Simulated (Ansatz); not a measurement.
Isolated molecules relaxed with PBE0-D4/def2-TZVP in Ansatz; ΔE leaves out vibrations. CCSD(T)/CBS is the MP2 limit (def2-TZVPP, def2-QZVPP) plus CCSD(T) − MP2 in def2-TZVPP, frozen cores. This one scheme is used for every species. DFT in def2-TZVPP. Each species was taken in one conformer, which may not be the lowest.

`N[SiH](F)F` + HCl → `F[SiH](F)Cl` + NH₃  (ligand exchange at the Si–N bond)

```json
{"level": "LDA (SPW92)", "ΔE (kJ/mol)": "-23.8"}
{"level": "PBE0", "ΔE (kJ/mol)": "-30.6"}
{"level": "r2SCANh", "ΔE (kJ/mol)": "-30.8"}
{"level": "CCSD/def2-SVP", "ΔE (kJ/mol)": "-22.0"}
```

(1) What does CCSD(T)/CBS give? (Best estimate.)

Largest T1 diagnostic among the species: 0.011.

Answers

(1) Ansatz gave: -28.4 kJ/mol. The listed levels differ from it by 4.6, -2.2, -2.4, 6.4 kJ/mol.

At CCSD(T), def2-SVP lies +5.3 kJ/mol from the extrapolated value and def2-TZVPP +2.4 kJ/mol. Leaving LDA and LC-ωPBE aside and taking each functional with its dispersion term where it has one, the values, not all of them listed here, spread over 10.4 kJ/mol, from B97M-V to CAM-B3LYP-D4. LDA lies +9.2 kJ/mol from PBE without D4.
